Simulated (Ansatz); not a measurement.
A short molecular-dynamics run on Na2Li3⁺.

```yaml
crystal:
  periodic: [false, false, false]
  atoms:
    - {symbol: Li, position_ang: [0.742759, 0.404184, -1.361020]}
    - {symbol: Li, position_ang: [0.837037, -0.606483, 1.214510]}
    - {symbol: Li, position_ang: [-1.577457, 0.202539, 0.140453]}
    - {symbol: Na, position_ang: [0.449028, 2.761408, 1.047346]}
    - {symbol: Na, position_ang: [-0.451377, -2.761639, -1.041280]}
basis:
  gaussian: {orbitals: "6-31G*"}
total_charge: 1
hamiltonian: {xc: {name: revPBE}}
md: {timestep: 2 fs, n_steps: 15, ensemble: nve, temperature: 1000, initial_velocities: maxwell_boltzmann, seed: 845}
scf: {omitted_lower_state_checks: [starts]}
```

```sh
$ ansatz run in.yaml --threads 4 --pin off --events-out ev --progress --plain --max-ram 3916MiB
```

```json
{"step": "0", "time (fs)": "0.0", "potential energy (eV)": "-9438.7386", "kinetic (eV)": "0.3878", "T (K)": "1000", "conserved (eV)": "-9438.3508"}
{"step": "1", "time (fs)": "2.0", "potential energy (eV)": "-9438.7380", "kinetic (eV)": "0.3872", "T (K)": "999", "conserved (eV)": "-9438.3508"}
{"step": "2", "time (fs)": "4.0", "potential energy (eV)": "-9438.7324", "kinetic (eV)": "0.3816", "T (K)": "984", "conserved (eV)": "-9438.3508"}
{"step": "3", "time (fs)": "6.0", "potential energy (eV)": "-9438.7218", "kinetic (eV)": "0.3710", "T (K)": "957", "conserved (eV)": "-9438.3508"}
{"step": "4", "time (fs)": "8.0", "potential energy (eV)": "-9438.7067", "kinetic (eV)": "0.3559", "T (K)": "918", "conserved (eV)": "-9438.3507"}
{"step": "5", "time (fs)": "10.0", "potential energy (eV)": "-9438.6874", "kinetic (eV)": "0.3367", "T (K)": "868", "conserved (eV)": "-9438.3507"}
{"step": "6", "time (fs)": "12.0", "potential energy (eV)": "-9438.6645", "kinetic (eV)": "0.3138", "T (K)": "809", "conserved (eV)": "-9438.3507"}
{"step": "7", "time (fs)": "14.0", "potential energy (eV)": "-9438.6387", "kinetic (eV)": "0.2881", "T (K)": "743", "conserved (eV)": "-9438.3506"}
{"step": "8", "time (fs)": "16.0", "potential energy (eV)": "-9438.6108", "kinetic (eV)": "0.2602", "T (K)": "671", "conserved (eV)": "-9438.3506"}
{"step": "9", "time (fs)": "18.0", "potential energy (eV)": "-9438.5815", "kinetic (eV)": "0.2310", "T (K)": "596", "conserved (eV)": "-9438.3505"}
{"step": "10", "time (fs)": "20.0", "potential energy (eV)": "-9438.5516", "kinetic (eV)": "0.2012", "T (K)": "519", "conserved (eV)": "-9438.3505"}
{"step": "11", "time (fs)": "22.0", "potential energy (eV)": "-9438.5220", "kinetic (eV)": "0.1716", "T (K)": "443", "conserved (eV)": "-9438.3504"}
{"step": "12", "time (fs)": "24.0", "potential energy (eV)": "-9438.4936", "kinetic (eV)": "0.1432", "T (K)": "369", "conserved (eV)": "-9438.3504"}
{"step": "13", "time (fs)": "26.0", "potential energy (eV)": "-9438.4670", "kinetic (eV)": "0.1166", "T (K)": "301", "conserved (eV)": "-9438.3503"}
{"step": "14", "time (fs)": "28.0", "potential energy (eV)": "-9438.4429", "kinetic (eV)": "0.0926", "T (K)": "239", "conserved (eV)": "-9438.3503"}
{"step": "15", "time (fs)": "30.0", "potential energy (eV)": "-9438.4221", "kinetic (eV)": "0.0719", "T (K)": "185", "conserved (eV)": "-9438.3502"}
```

Velocities are drawn at the set temperature; a run this short doesn't reach equilibrium.

The 6-31G sets use Cartesian d functions.

Frames (Å, forces in eV/Å):

```xyz
5
time=0.0 fs
Li    0.743    0.404   -1.361    0.039    0.020   -0.075
Li    0.837   -0.606    1.215    0.053   -0.033    0.073
Li   -1.577    0.203    0.140   -0.092    0.014    0.005
Na    0.449    2.761    1.047    0.013    0.077    0.029
Na   -0.451   -2.762   -1.041   -0.012   -0.079   -0.033
5
time=2.0 fs
Li    0.739    0.368   -1.379    0.043    0.048   -0.044
Li    0.848   -0.633    1.221    0.035    0.011    0.057
Li   -1.583    0.180    0.128   -0.067    0.039    0.025
Na    0.448    2.772    1.052    0.008    0.032    0.012
Na   -0.451   -2.747   -1.038   -0.019   -0.129   -0.049
5
time=4.0 fs
Li    0.736    0.333   -1.397    0.048    0.076   -0.015
Li    0.859   -0.659    1.227    0.018    0.052    0.040
Li   -1.589    0.158    0.116   -0.043    0.064    0.045
Na    0.447    2.782    1.056    0.003   -0.010   -0.004
Na   -0.451   -2.732   -1.035   -0.026   -0.182   -0.066
5
time=6.0 fs
Li    0.733    0.298   -1.415    0.054    0.104    0.012
Li    0.870   -0.685    1.234    0.002    0.092    0.025
Li   -1.595    0.137    0.104   -0.020    0.089    0.064
Na    0.446    2.792    1.060   -0.002   -0.048   -0.018
Na   -0.450   -2.717   -1.033   -0.034   -0.237   -0.082
5
time=8.0 fs
Li    0.730    0.263   -1.433    0.060    0.133    0.037
Li    0.881   -0.710    1.241   -0.013    0.129    0.010
Li   -1.601    0.116    0.093    0.001    0.115    0.082
Na    0.445    2.803    1.064   -0.006   -0.083   -0.030
Na   -0.450   -2.703   -1.030   -0.042   -0.293   -0.099
5
time=10.0 fs
Li    0.728    0.230   -1.451    0.067    0.162    0.059
Li    0.892   -0.735    1.248   -0.027    0.164   -0.003
Li   -1.607    0.095    0.082    0.020    0.140    0.100
Na    0.445    2.813    1.068   -0.010   -0.115   -0.041
Na   -0.450   -2.689   -1.027   -0.050   -0.351   -0.115
5
time=12.0 fs
Li    0.726    0.197   -1.468    0.074    0.191    0.079
Li    0.903   -0.759    1.254   -0.039    0.196   -0.016
Li   -1.613    0.076    0.072    0.037    0.165    0.116
Na    0.444    2.823    1.072   -0.013   -0.143   -0.050
Na   -0.450   -2.676   -1.025   -0.059   -0.408   -0.130
5
time=14.0 fs
Li    0.724    0.165   -1.486    0.082    0.220    0.096
Li    0.914   -0.781    1.261   -0.051    0.225   -0.026
Li   -1.619    0.057    0.062    0.053    0.189    0.132
Na    0.443    2.832    1.076   -0.016   -0.169   -0.057
Na   -0.450   -2.664   -1.023   -0.068   -0.466   -0.144
5
time=16.0 fs
Li    0.723    0.134   -1.502    0.089    0.248    0.110
Li    0.925   -0.803    1.268   -0.061    0.252   -0.036
Li   -1.625    0.039    0.053    0.067    0.213    0.146
Na    0.442    2.842    1.080   -0.018   -0.191   -0.063
Na   -0.450   -2.652   -1.021   -0.077   -0.522   -0.157
5
time=18.0 fs
Li    0.722    0.105   -1.518    0.097    0.275    0.122
Li    0.935   -0.823    1.274   -0.070    0.277   -0.045
Li   -1.630    0.023    0.044    0.079    0.235    0.159
Na    0.441    2.851    1.084   -0.020   -0.211   -0.068
Na   -0.450   -2.641   -1.019   -0.086   -0.576   -0.168
5
time=20.0 fs
Li    0.722    0.078   -1.533    0.104    0.301    0.133
Li    0.944   -0.841    1.280   -0.077    0.298   -0.052
Li   -1.635    0.007    0.037    0.089    0.256    0.170
Na    0.440    2.860    1.087   -0.022   -0.229   -0.072
Na   -0.451   -2.631   -1.018   -0.095   -0.627   -0.178
5
time=22.0 fs
Li    0.722    0.052   -1.548    0.111    0.326    0.141
Li    0.954   -0.858    1.286   -0.084    0.317   -0.059
Li   -1.639   -0.006    0.031    0.099    0.276    0.180
Na    0.439    2.868    1.091   -0.023   -0.244   -0.075
Na   -0.451   -2.623   -1.017   -0.103   -0.675   -0.187
5
time=24.0 fs
Li    0.723    0.027   -1.562    0.118    0.348    0.147
Li    0.963   -0.873    1.292   -0.090    0.334   -0.065
Li   -1.643   -0.019    0.025    0.108    0.294    0.188
Na    0.437    2.876    1.094   -0.024   -0.257   -0.077
Na   -0.452   -2.615   -1.016   -0.111   -0.718   -0.194
5
time=26.0 fs
Li    0.725    0.005   -1.575    0.123    0.367    0.153
Li    0.971   -0.887    1.297   -0.096    0.348   -0.070
Li   -1.646   -0.029    0.021    0.116    0.309    0.195
Na    0.436    2.883    1.098   -0.024   -0.268   -0.078
Na   -0.453   -2.609   -1.016   -0.119   -0.756   -0.200
5
time=28.0 fs
Li    0.727   -0.015   -1.587    0.127    0.384    0.157
Li    0.979   -0.898    1.302   -0.100    0.360   -0.075
Li   -1.649   -0.038    0.018    0.124    0.322    0.200
Na    0.435    2.890    1.101   -0.025   -0.278   -0.079
Na   -0.454   -2.603   -1.016   -0.125   -0.789   -0.204
5
time=30.0 fs
Li    0.730   -0.033   -1.598    0.130    0.397    0.161
Li    0.986   -0.907    1.306   -0.105    0.370   -0.080
Li   -1.650   -0.045    0.015    0.131    0.333    0.203
Na    0.434    2.897    1.104   -0.025   -0.286   -0.079
Na   -0.455   -2.600   -1.016   -0.131   -0.815   -0.206
```

Run time 16 s (4 threads of Arm Neoverse V2 on a shared host).
